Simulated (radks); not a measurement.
Kinetic energies: the exact non-interacting value of the Kohn-Sham orbitals and orbital-free approximations, in hartree. Species: Ge4+ [Ar] 3d10; Ca [Ar] 4s2; P3+ [Ne] 3s2; Tb4+ [Xe] 4f7. All-electron calculation, non-relativistic Kohn-Sham, PBE, spin-polarised, spherical densities, point nucleus. Program: a radial shooting solver on a logarithmic mesh with Libxc functionals. Every spin shell is full or empty, so the densities are truly spherical. Functionals are evaluated on that one density, not self-consistently.

| functional | Ge4+ | Ca | P3+ | Tb4+ |
|---|---|---|---|---|
| exact | 2071.59 | 676.672 | 338.490 | 11223.3 |
| Thomas-Fermi | 1943.5 | 629.68 | 313.33 | 10666 |
| von Weizsacker | 1002.3 | 383.41 | 211.70 | 4277.5 |
| TF + vW | 2945.9 | 1013.1 | 525.03 | 14943 |
| TF + vW/9 | 2054.9 | 672.28 | 336.86 | 11141 |
| TF + vW/5 | 2144.0 | 706.36 | 355.67 | 11521 |
| LC94 | 2070.6 | 677.24 | 339.13 | 11222 |
| Perdew 92 | 2055.1 | 672.37 | 336.90 | 11142 |
| Pearson | 2046.3 | 667.15 | 332.94 | 11120 |
| LKT | 2545.8 | 865.63 | 446.17 | 13163 |
| PG1 | 2447.3 | 828.40 | 426.00 | 12739 |
| DePristo-Kress | 2068.5 | 676.74 | 338.72 | 11201 |
